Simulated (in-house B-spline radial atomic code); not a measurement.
## The mercury ion Hg⁵⁺: [Xe] 4f14 5d7

Level of theory: Dirac-Kohn-Sham relativistic LDA, spherical fractional occupations, Fermi nucleus of rms radius 5.4648 fm; calculated with a B-spline radial code for spherical atoms.

Z_r = [3n² - l(l+1)]/(2<r>); Z_e = n√(-2ε); the last column is Slater's effective charge. Values are occupation-weighted means over j. An effective charge above Z reflects the relativistic contraction of the inner shells.

```json
{"shell": "1s", "electrons": "2", "ε (eV)": "-82466", "<r> (bohr)": "0.01667", "Z_r": "89.97", "Z_e": "77.85", "Slater": "79.70"}
{"shell": "2s", "electrons": "2", "ε (eV)": "-14680", "<r> (bohr)": "0.06955", "Z_r": "86.27", "Z_e": "65.69", "Slater": "75.85"}
{"shell": "2p", "electrons": "6", "ε (eV)": "-12822", "<r> (bohr)": "0.0629", "Z_r": "79.49", "Z_e": "61.40", "Slater": "75.85"}
{"shell": "3s", "electrons": "2", "ε (eV)": "-3537.8", "<r> (bohr)": "0.1808", "Z_r": "74.68", "Z_e": "48.38", "Slater": "68.75"}
{"shell": "3p", "electrons": "6", "ε (eV)": "-2991", "<r> (bohr)": "0.1815", "Z_r": "68.87", "Z_e": "44.48", "Slater": "68.75"}
{"shell": "3d", "electrons": "10", "ε (eV)": "-2354.5", "<r> (bohr)": "0.1653", "Z_r": "63.53", "Z_e": "39.47", "Slater": "58.85"}
{"shell": "4s", "electrons": "2", "ε (eV)": "-830.8", "<r> (bohr)": "0.4004", "Z_r": "59.94", "Z_e": "31.26", "Slater": "52.25"}
{"shell": "4p", "electrons": "6", "ε (eV)": "-648.78", "<r> (bohr)": "0.4249", "Z_r": "54.13", "Z_e": "27.62", "Slater": "52.25"}
{"shell": "4d", "electrons": "10", "ε (eV)": "-416.44", "<r> (bohr)": "0.4496", "Z_r": "46.71", "Z_e": "22.13", "Slater": "40.85"}
{"shell": "5s", "electrons": "2", "ε (eV)": "-185.22", "<r> (bohr)": "0.8962", "Z_r": "41.84", "Z_e": "18.45", "Slater": "22.35"}
{"shell": "4f", "electrons": "14", "ε (eV)": "-165.29", "<r> (bohr)": "0.4818", "Z_r": "37.36", "Z_e": "13.94", "Slater": "29.45"}
{"shell": "5p", "electrons": "6", "ε (eV)": "-134.46", "<r> (bohr)": "1.016", "Z_r": "35.92", "Z_e": "15.72", "Slater": "22.35"}
{"shell": "5d", "electrons": "7", "ε (eV)": "-73.111", "<r> (bohr)": "1.301", "Z_r": "26.53", "Z_e": "11.59", "Slater": "9.90"}
```

The least bound orbital is 5d5/2 at -72.16 eV, and it is also the most diffuse (<r> = 1.314 bohr).

Spin-orbit splittings of the orbital energies (j = l + 1/2 above j = l - 1/2 when positive): 2p 1921 eV, 3p 426 eV, 3d 91.84 eV, 4p 103.2 eV, 4d 19.35 eV, 4f 4.206 eV, 5p 19 eV, 5d 2.389 eV.

For the 1s electron the small component carries 9.18 % of the norm, the zero-frequency Breit interaction raises the level by 312.7 eV, self-energy by 201 eV, and vacuum polarisation lowers it by 41.56 eV.

The density falls to 0.001 bohr⁻³ at 2.929 bohr; Σ<r²> = 30.817 bohr² gives, by the non-relativistic formula and without the paramagnetism of open shells, a Langevin diamagnetic susceptibility of -24.41×10⁻⁶ cm³/mol.
